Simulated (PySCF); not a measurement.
Compound: C₆H₇F₃Si.
SMILES with atom numbers: `[F:1][C:2]([F:3])([F:4])[C:5]#[C:6][CH:7]1[CH2:8][SiH2:9][CH2:10]1` (hydrogens: H11 on C7; H12, H13 on C8; H14, H15 on Si9; H16, H17 on C10)

The same species was optimised twice, with GFN2-xTB and with PBE0-D3(BJ)/def2-SVP (PySCF), and the same property calculations (PySCF, gas phase) were run on both structures.

```tsv
coordinate	GFN2-xTB	PBE0-D3(BJ)/def2-SVP	change
C6–C7 (Å)	1.434	1.452	+0.018
C8–Si9 (Å)	1.915	1.899	-0.016
Si9–C10 (Å)	1.915	1.899	-0.016
C2–C5 (Å)	1.449	1.462	+0.013
C2–F4 (Å)	1.346	1.335	-0.011
C7–C10 (Å)	1.550	1.561	+0.011
F1–C2 (Å)	1.346	1.335	-0.011
C2–F3 (Å)	1.345	1.335	-0.010
C7–C8 (Å)	1.550	1.561	+0.011
C5≡C6 (Å)	1.202	1.211	+0.009
C7–C10–Si9 (°)	90.9	86.9	-4.0
C7–C8–Si9 (°)	90.9	86.9	-4.0
C6–C7–C10 (°)	113.1	115.7	+2.6
C6–C7–C8 (°)	113.1	115.7	+2.6
C5–C6–C7 (°)	176.1	177.9	+1.8
C8–Si9–C10 (°)	76.5	78.3	+1.8
F3–C2–C5 (°)	112.7	111.4	-1.3
F1–C2–F4 (°)	106.3	107.6	+1.3
```

Rotational constants: A = 3039, B = 409.8, C = 404.5 MHz (GFN2-xTB) against A = 3293, B = 393.0, C = 384.0 MHz (PBE0-D3(BJ)/def2-SVP).

On the GFN2-xTB structure: HOMO (eV) -8.24 [PBE0/pcSseg-1]; LUMO (eV) -0.51 [PBE0/pcSseg-1]; dipole (D) 4.04 [PBE0/pcSseg-1]; GIAO shielding of F1/F3/F4 (mean) (ppm) 232.6 [PBE0/pcSseg-1]; GIAO shielding of C2 (ppm) 62.3 [PBE0/pcSseg-1]; GIAO shielding of C5 (ppm) 110.0 [PBE0/pcSseg-1]; GIAO shielding of C6 (ppm) 83.3 [PBE0/pcSseg-1]; GIAO shielding of C7 (ppm) 163.8 [PBE0/pcSseg-1]; GIAO shielding of C8/C10 (mean) (ppm) 167.7 [PBE0/pcSseg-1]; GIAO shielding of Si9 (ppm) 389.1 [PBE0/pcSseg-1].

What do these properties become on the PBE0-D3(BJ)/def2-SVP structure?

| property | level | on GFN2-xTB | on PBE0-D3(BJ)/def2-SVP | change |
| --- | --- | --- | --- | --- |
| HOMO (eV) | PBE0/pcSseg-1 | -8.24 | -8.23 | +0.01 |
| LUMO (eV) | PBE0/pcSseg-1 | -0.51 | -0.42 | +0.09 |
| dipole (D) | PBE0/pcSseg-1 | 4.04 | 3.50 | -0.54 |
| energy, GFN2-xTB geometry as zero (kcal/mol) | PBE0/pcSseg-1 | 0.0 | -2.6 | -2.6 |
| GIAO shielding of F1/F3/F4 (mean) (ppm) | PBE0/pcSseg-1 | 232.6 | 240.1 | +7.5 |
| GIAO shielding of C2 (ppm) | PBE0/pcSseg-1 | 62.3 | 64.5 | +2.2 |
| GIAO shielding of C5 (ppm) | PBE0/pcSseg-1 | 110.0 | 109.3 | -0.7 |
| GIAO shielding of C6 (ppm) | PBE0/pcSseg-1 | 83.3 | 86.2 | +2.9 |
| GIAO shielding of C7 (ppm) | PBE0/pcSseg-1 | 163.8 | 158.5 | -5.3 |
| GIAO shielding of C8/C10 (mean) (ppm) | PBE0/pcSseg-1 | 167.7 | 165.1 | -2.6 |
| GIAO shielding of Si9 (ppm) | PBE0/pcSseg-1 | 389.1 | 384.1 | -5.0 |

The heavy atoms differ by 0.160 Å rms after alignment. Among bonds between heavy atoms C6–C7 changes most (+0.018 Å). Changes are differences of the printed values. Neither structure is proved a minimum here.
